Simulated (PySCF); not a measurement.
**Working with the constants of CaTe**

RHF-CCSD(T) constants of CaTe, ¹Σ⁺ (singlet), closed shell (Ca x2c-SVPall, Te x2c-SVPall; spin-free X2C with a Gaussian nucleus (PySCF 2.14); masses 39.9626 and 129.9062 u):

```
ωe              : 270.2 cm⁻¹
ωexe            : 0.821 cm⁻¹
Be              : 0.073467 cm⁻¹
αe              : 0.000286 cm⁻¹
D (centrifugal) : 2.17e-08 cm⁻¹
De to Ca + Te   : 1.68 eV
```

Give the band origin of the fundamental and the first lines of its P and R branches.

ν0 = ωe − 2ωexe = 268.6 cm⁻¹, B0 = 0.073324, B1 = 0.073038 cm⁻¹.

| J″ | P(J″) − ν0 | R(J″) − ν0 |
| --- | --- | --- |
| 0 |  | 0.146 |
| 1 | -0.147 | 0.292 |
| 2 | -0.294 | 0.437 |
| 3 | -0.442 | 0.581 |
| 4 | -0.590 | 0.725 |
| 5 | -0.739 | 0.868 |
| 6 | -0.888 | 1.010 |

Near which J would the R branch turn back, without centrifugal distortion?

At J ≈ (B0 + B1)/(2(B0 − B1)) − 1 ≈ 250.

Correlated steps freeze 23 core orbitals. Correlated levels converge slowly with the basis: in double zeta they bind strong bonds too weakly, by up to about 1 eV, and carry superposition errors of some tenths. Spin–orbit coupling is left out, which matters for elements this heavy, above all for dissociation energies. Where the molecule has an RHF reference, its open-shell atoms are computed with UHF. The CCSD T1 diagnostic is raised, a sign that a single reference may not be enough here.
